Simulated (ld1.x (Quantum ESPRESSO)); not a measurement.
An all-electron radial function and its pseudo partner (ruthenium)

Columns: radius, all-electron u(r) and pseudo u(r) of the 4d shell (level -12.54 eV) of ruthenium in the configuration [Ar] 3d10 4s2 4p6 4d7 5s0 5p0; PBE, scalar-relativistic, TM semilocal scheme, ld1.x (Quantum ESPRESSO) 7.5.

```
r (bohr)  all-electron   pseudo
   0.105        0.1760  -0.0029
   0.210        0.3828  -0.0224
   0.315        0.3451  -0.0708
   0.420        0.1476  -0.1533
   0.525       -0.0979  -0.2661
   0.630       -0.3272  -0.3979
   0.735       -0.5138  -0.5324
   0.840       -0.6515  -0.6532
   0.945       -0.7433  -0.7476
   1.050       -0.7965  -0.8096
   1.155       -0.8199  -0.8393
   1.260       -0.8212  -0.8417
   1.365       -0.8069  -0.8241
   1.470       -0.7821  -0.7939
   1.575       -0.7505  -0.7571
   1.680       -0.7148  -0.7176
   1.785       -0.6769  -0.6777
   1.890       -0.6381  -0.6383
   1.995       -0.5996  -0.5996
   2.100       -0.5618  -0.5618
   2.205       -0.5252  -0.5252
   2.310       -0.4901  -0.4901
   2.415       -0.4566  -0.4566
   2.520       -0.4248  -0.4248
   2.625       -0.3948  -0.3948
   2.730       -0.3665  -0.3665
```

**Question.** How many radial nodes do the two functions have?

**Answer.** The all-electron 4d function has n − l − 1 = 1; the pseudo-wave has 0, since the states of the same l below it are removed with the core.

**Question.** At about which radius was the pseudo-wave matched?

**Answer.** 2.10 bohr. The columns agree to 0.0005 from 1.89 bohr on; several derivatives are matched, so the curves merge somewhat inside the radius.

**Question.** Where does each function peak?

**Answer.** Outermost all-electron maximum near 1.26 bohr, pseudo maximum near 1.26 bohr (to the table’s step).

**Question.** Is the pseudo-wave norm-conserving?

**Answer.** Yes: the TM semilocal scheme keeps the norm inside the radius equal to the all-electron one, which fixes the energy derivative of the logarithmic derivative at the level.
